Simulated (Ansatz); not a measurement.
A run for Ansatz (a program for electronic structure): R-MP2/def2-TZVPP on GeH7NSi (SMILES N[SiH2][GeH3]), a point of a torsion scan. The run froze 20 orbitals, filled d shells among them.

Ansatz 0.2 input:
```yaml
crystal:
  periodic: [false, false, false]
  atoms:
    - {symbol: N, position_ang: [1.64390021, 0.67626429, 0.32569917]}
    - {symbol: Si, position_ang: [0.62653576, -0.69348528, 0.10919369]}
    - {symbol: Ge, position_ang: [-1.54361174, 0.04839459, 0.52277729]}
    - {symbol: H, position_ang: [2.63936949, 0.57704281, 0.21254080]}
    - {symbol: H, position_ang: [1.34559448, 1.57211063, -0.02600640]}
    - {symbol: H, position_ang: [0.69652615, -1.31900333, -1.22353969]}
    - {symbol: H, position_ang: [1.08984034, -1.67604399, 1.08908091]}
    - {symbol: H, position_ang: [-1.69731895, 1.49896324, 0.88600185]}
    - {symbol: H, position_ang: [-2.27060624, -0.64964396, 1.63405667]}
    - {symbol: H, position_ang: [-2.50302299, -0.09641515, -0.62567977]}
basis:
  gaussian:
    orbitals: def2-TZVPP
magnetization: {spin_polarized: false}
correlation: {method: mp2, electrons: outside_noble_gas}
scf: {lower_state_search: off}
```

Output:

```
WARN ansatz: RAYON_NUM_THREADS=1 ignored (pool sized by the plan → 1); use --threads N
Functional definition: HF
these checks for a lower state are left out or cut short: stability, starts, cluster_reference, orbital_swaps, neighbouring_geometries, increment
integrals: 0.42 GiB planned
1280 factors; integrals over basis functions are off by at most 1.2e-3 eV
mean field: 0.72 GiB planned
mean field evaluation 1: about -65926.6586 eV, gradient 3.5e1 eV
mean field evaluation 2: about -65926.7948 eV, gradient 3.5e1 eV
mean field evaluation 4: about -65929.7273 eV, gradient 3.2e0 eV
mean field evaluation 8: about -65929.7755 eV, gradient 2.2e-1 eV
mean field -65929.77562859 eV, -2422.8745655436 hartree, gradient 2.7e-6 eV, S^2 0.000000; 0 other end points of the search recorded, 0 dependent functions left out
20 core orbitals not correlated
reference -65929.77562859 eV, -2422.8745655436 hartree; 10, 10 occupied and 189, 189 virtual orbitals, 1280 factors
second order -12.79672990 eV of doubles, -0.00000000 eV of singles
Total energy: -65942.57235849 eV, -2423.3448366935 hartree
Checks for a lower state left out: stability, starts, cluster_reference, orbital_swaps, neighbouring_geometries, increment
```

The calculation finished and met its thresholds.

Cost: roughly 7 core-seconds.
